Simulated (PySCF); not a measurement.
# Pb²⁺: excitation energy

Pb²⁺ [Xe] 4f14 5d10 6s2 (1S) → Pb²⁺ [Xe] 4f14 5d10 6s1 7s1 (3S), as a difference of total energies. Calculation: PySCF 2.14, in aug-cc-pwCVDZ-PP with ECP60MDF (6s5p4d1f, 48 functions); scalar relativity through the core potential. Correlated levels: valence: 5s2 5p6 5d10 frozen. The calculations carry no spin-orbit coupling.

```tsv
method	excitation energy (cm⁻¹)
UHF	136930
MP2 (valence)	140540
SCS-MP2 (valence)	141910
CCSD (valence)	141660
```

The promoted electron is Rydberg-like, and one or two diffuse shells describe it only roughly, which tends to raise the upper state.

With two correlated electrons CCSD is exact in that space.
